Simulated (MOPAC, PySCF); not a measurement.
C2H3NO, SMILES `COC#N`, neutral singlet in the gas phase. 

Cartesian coordinates (Å):
```xyz
7

C     -0.8413     0.1431    -0.0497
O      0.2670    -0.7237    -0.4255
C      1.4220    -0.3604     0.0069
N      2.4747    -0.0626     0.3792
H     -0.9269     0.1735     1.0352
H     -0.6746     1.1409    -0.4519
H     -1.7209    -0.3108    -0.4942
```
Charge 0, multiplicity 1.

All levels are single points at this geometry (B3LYP-D3(BJ)/def2-TZVP); Pople sets use spherical d functions. Orbital energies aren't observables, and empty levels follow the basis.

| level | HOMO (eV) | LUMO (eV) | gap (eV) | dipole (D) | vertical IE, Delta-SCF (eV) |
|---|---|---|---|---|---|
| B3LYP-D3(BJ)/def2-TZVP in PySCF | -8.30 | 0.11 | 8.41 | 4.64 | – |
| PBE-D3(BJ)/def2-TZVP in PySCF | -7.10 | -0.61 | 6.49 | 4.56 | – |
| B3LYP/3-21G in PySCF | -7.78 | 1.30 | 9.08 | 4.36 | – |
| B3LYP/6-31G* in PySCF | -7.95 | 1.06 | 9.01 | 4.50 | 10.96 |
| BP86/6-31G* in PySCF | -6.85 | -0.02 | 6.84 | 4.46 | – |
| M06-2X/6-31G* in PySCF | -9.70 | 2.44 | 12.14 | 4.49 | – |
| PBE/6-31G* in PySCF | -6.74 | 0.09 | 6.82 | 4.43 | 10.73 |
| SVWN5/6-31G* in PySCF | -6.91 | -0.15 | 6.75 | 4.48 | 10.96 |
| HF/6-31G* in PySCF | -11.80 | 5.59 | 17.40 | 4.84 | 10.19 |
| HF/STO-3G in PySCF | -9.54 | 9.69 | 19.24 | 3.59 | – |
| AM1 in MOPAC | -11.51 | 0.86 | 12.37 | 3.48 | – |
| PM6 in MOPAC | -11.28 | -0.01 | 11.27 | 4.38 | – |
| PM7 in MOPAC | -11.41 | 0.02 | 11.43 | 4.37 | – |
